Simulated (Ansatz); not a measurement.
**A ladder of methods for CH3BClFO (methoxychlorofluoroborane)**

CH3BClFO: 8 atoms, total charge 0, spin state singlet. SMILES: `COB(F)Cl`. Geometry: optimised at B3LYP/def2-SVP. This is one conformer, not always the lowest.

Each level gives the adiabatic ionisation energy (to the doublet cation, shapes relaxed at B3LYP/def2-SVP, no zero-point term) (eV). The values are calculated.

```tsv
level	kind	program	value (eV)	less CCSD(T)/def2-SVP	CPU time (all runs)
HF/def2-SVP	Hartree–Fock	Ansatz	10.47	-0.65	2.2 s
PBE/def2-SVP	GGA	Ansatz	10.53	-0.59	3 s
r2SCAN/def2-SVP	meta-GGA	Ansatz	10.79	-0.33	5.5 s
B3LYP/def2-SVP	global hybrid	Ansatz	10.91	-0.21	3.6 s
wB97M-V/def2-SVP	range-separated hybrid	Ansatz	11.21	+0.09	15 s
MP2/def2-SVP	perturbation theory	Ansatz	11.53	+0.41	2.7 s
CCSD(T)/def2-SVP	coupled cluster or CI	Ansatz	11.12	0.00	26 s
```

CCSD(T)/def2-SVP is the highest level here, not the true value. The values span 10.47 to 11.53 eV. CPU times are rough (shared hosts, several kinds of processor): they show what a rung costs within a factor of a few.
